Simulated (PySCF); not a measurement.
Static response to an electric field

C8H6FN.
Geometry (PBE0-D3(BJ)/def2-SVP, Å), atoms numbered from 1 in this order:
```xyz
16
C8H6FN angstrom
N      2.9746    1.9425   -0.4844
C      2.4026    0.9572   -0.2834
C      1.6876   -0.2910   -0.0319
C      0.1851   -0.1130   -0.0047
C     -0.5524   -0.1532   -1.1913
C     -1.9333    0.0295   -1.1642
C     -2.5955    0.2540    0.0402
C     -1.8482    0.2934    1.2106
F     -2.4669    0.5053    2.3684
C     -0.4701    0.1140    1.2069
H      1.9748   -1.0097   -0.8162
H      2.0471   -0.7018    0.9247
H     -0.0429   -0.3249   -2.1426
H     -2.5046   -0.0041   -2.0947
H     -3.6763    0.3975    0.0892
H      0.0734    0.1565    2.1534
```

Level: B3LYP/def2-SVPD (PySCF), static field, nuclei fixed, core orbitals frozen in the response. The polarisability tensor in these axes (au):

```
x   118.77   4.32  -3.08
y     4.32  69.84   2.16
z    -3.08   2.16  96.09
```

Q: Give the principal values, the mean and the anisotropy Δα = √{½[(α1 − α2)² + (α2 − α3)² + (α1 − α3)²]}.

A: Principal values 69.24, 95.96 and 119.51 au; mean 94.90 au = 14.06 Å³ = 15.65 × 10⁻⁴⁰ C²·m²/J; Δα = 43.56 au (46 % of the mean).

Q: What is the dipole moment, and where does it point?

A: (-1.72, -3.42, -0.62) D, 3.88 D in size, pointing from the negative to the positive side. Measured along this direction, the outermost atoms are N1 at the negative end and H14 at the positive end.

Q: What depolarisation ratio follows for Rayleigh scattering of linearly polarised light, taking the static tensor?

A: ρ = 3Δα²/(45ᾱ² + 4Δα²) = 5691.8/(405284 + 7589.1) = 0.0138.

Q: Find the Langevin capture rate constant for H3+ (3.023 u) meeting this molecule (135.048 u), k = 2.342 × 10⁻⁹ cm³/s × √(α in Å³ / reduced mass in u).

A: The reduced mass is 2.96 u, so k = 5.11 × 10⁻⁹ cm³/s. The formula leaves out the permanent dipole, which adds to the capture rate.

Q: Sum over states: ᾱ = Σ f/ω², ω in Eh. What share falls to these 10 lowest TDDFT singlets (eV, f)? 5.23, 0.0164; 5.90, 0.0096; 6.50, 0.0730; 6.65, 0.4004; 6.79, 0.3170; 6.98, 0.1081; 7.12, 0.0061; 7.16, 0.0091; 7.24, 0.0176; 7.26, 0.0677.

A: They add up to 16.77 au, 17.7 % of the 94.90 au; the largest single term is 6.69 au, from the state at 6.65 eV. Terms in order: 0.44, 0.20, 1.28, 6.69, 5.09, 1.64, 0.09, 0.13, 0.25, 0.95 au. Higher excitations give the rest. The strengths listed sum to 1.025.

Q: Orientational against electronic polarisability at 250 K (dilute gas, rigid molecules)?

A: In Gaussian units μ²/3kT = 145.16 Å³ against 14.06 Å³, a ratio of 10.32; the Debye molar polarisation (4π/3)N_A(α + μ²/3kT) is 401.7 cm³/mol, leaving out the vibrational part.

Q: Estimate the molar refractivity from the static electronic polarisability.

A: Lorentz–Lorenz: R = (4π/3)N_A α = 2.5225 cm³/(mol·Å³) × 14.06 Å³ = 35.5 cm³/mol, in the limit of long wavelengths.

Geometry: PBE0-D3(BJ)/def2-SVP, one conformer, isolated molecule.
